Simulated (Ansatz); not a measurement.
Bond stretch in H₂Be, SMILES [BeH2]. The Be1–H3 bond (Be1 also carries H; H3 carries nothing else) is pulled apart rigidly from the PBE0/def2-TZVP optimised geometry.

Level of theory: full CI/cc-pVDZ, frozen core in Ansatz (a first-principles code).

Q: Relative to R = 1.34 Å, what are the energies at R = 1.08, 1.49, 1.80, 3.26 Å?

A: 73.9 kJ/mol at 1.08 Å, 13.7 kJ/mol at 1.49 Å, 87.7 kJ/mol at 1.80 Å, 361.1 kJ/mol at 3.26 Å.
